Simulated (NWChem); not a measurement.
Species: TlI cation, doublet; SMILES of the neutral closed-shell parent [I][Tl]

All runs: NWChem. Spin-unrestricted. The state is orbitally degenerate and is run as one real component. This spin state was assumed; another may lie lower. No stability test was run on the SCF state. def2 effective core potentials on I, Tl; no spin-orbit coupling. Each level has its own optimisation; frequencies are unscaled.

Among these, which level gives the lowest value of “r I–Tl (Å)”?
A. PBE/def2-SVP
B. CAM-B3LYP/def2-SVP
C. PBE0/def2-SVP

B, CAM-B3LYP/def2-SVP. Values: CAM-B3LYP/def2-SVP 3.246; PBE/def2-SVP 3.367; PBE0/def2-SVP 3.403
